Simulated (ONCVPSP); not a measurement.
Se (Z = 34): one change to an ONCV potential, before and after

```json
{
  "Element": "selenium (Se)",
  "Generator": "ONCVPSP 4.0.1",
  "Type": "optimised norm-conserving Vanderbilt (ONCV)",
  "Functional": "PBE",
  "Relativity": "scalar-relativistic",
  "Frozen core": "[Ne]",
  "Valence charge": "24",
  "Reference configuration": "3s2 3p6 3d10 4s2 4p4",
  "Partial waves": "3s+4s: rc 0.80 bohr, ncon 3, nbas 8, qcut 16.9 1/bohr, 2 projectors; 3p+4p: rc 1.10 bohr, ncon 4, nbas 7, qcut 14 1/bohr, 2 projectors; 3d: rc 0.80 bohr, ncon 5, nbas 10, qcut 18.6 1/bohr, local",
  "Local potential": "the d channel",
  "Core correction": "none"
}
```

Change: s: qcut 20.6; p: qcut 17.1; d: qcut 22.7.

Cutoffs: the cutoffs (Ha) at which the residual kinetic energy of the hardest occupied pseudo-wave falls to 1 and 0.1 mHa per electron; they do not see the model core or the augmentation charge, which bear on the density cutoff. Errors are all-electron minus pseudo energies relative to the spin-unpolarised reference configuration.

Task: Predict the effect on cutoff, ghosts and configuration errors.

Result: The potential gets harder (156 Ha and 184 Ha → 191 Ha and 216 Ha); the bound ghosts move from s to p, s; of the 4 tests that both files solve, the error grows in 1 and shrinks in 3 by more than 15 % and 0.3 meV (median size 2.3 → 1.1 meV).

| quantity | base | changed |
| --- | --- | --- |
| cutoff, loose | 156 Ha | 191 Ha |
| cutoff, tight | 184 Ha | 216 Ha |
| loose cutoff by channel | s 99 Ha, p 66 Ha, d 156 Ha | s 131 Ha, p 78 Ha, d 191 Ha |
| bound ghosts | s | s, p |
| GHOST(+) flags under 300 eV | none | none |
| error for 3s2 3p6 3d10 4s2 4p3, meV [ΔE 10.85 eV] | -1.1 | +0.6 |
| error for 3s2 3p6 3d10 4s2 4p2, meV [ΔE 31.19 eV] | -3.4 | +0.3 |
| error for 3s2 3p6 3d10 4s2 4p1, meV [ΔE 62.06 eV] | -7.0 | -1.6 |
| error for 3s2 3p6 3d10 4s0 4p6, meV [ΔE 21.96 eV] | +0.5 | -2.3 |
| s: phases at 0.81 bohr within 0.05 rad from the reference energy up to (Ha; the scan ends near 5) | to the end of the scan | to the end of the scan |
| p: phases at 1.12 bohr within 0.05 rad from the reference energy up to (Ha; the scan ends near 5) | to the end of the scan | to the end of the scan |
| d: phases at 0.81 bohr within 0.05 rad from the reference energy up to (Ha; the scan ends near 5) | 4.0 | 5.0 |

 A true bound ghost makes a file unfit for plane-wave use even where its test errors are small: the radial tests pick states by their node count and pass the ghost by.
